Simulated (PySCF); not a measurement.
Ti³⁺ (titanium, charge +3) across methods

[Ar] 3d1, 2D determinant. All numbers are calculated (PySCF 2.14, scalar relativity by spin-free X2C-1e, in aug-cc-pVQZ-DK (9s8p6d4f3g2h, 140 functions)).

```tsv
method	E (hartree)	mean ε 3p α (eV)	mean ε 3p β (eV)	mean ε 3d α (eV)	Σ⟨r²⟩ (bohr²)	⟨S²⟩
UHF	-851.09144	-82.274	-79.828	-43.439	12.92	0.752
M06-L	-851.914	-72.287	-71.167	-35.331	12.85	0.751
r2SCAN	-851.901	-72.339	-71.143	-35.897	12.91	0.751
PBE	-851.700	-71.331	-70.334	-35.522	12.95	0.751
PBEsol	-850.728	-71.243	-70.237	-35.362	12.96	0.750
PBE0	-851.748	-74.378	-73.060	-37.706	12.92	0.751
LDA	-849.809	-71.377	-70.393	-35.416	12.98	0.750
```

Task: Estimate the same row for r2SCANh.

Result: E (hartree) = -851.899; mean ε 3p α (eV) = -73.422; mean ε 3p β (eV) = -72.122; mean ε 3d α (eV) = -36.743; Σ⟨r²⟩ (bohr²) = 12.90; ⟨S²⟩ = 0.751.
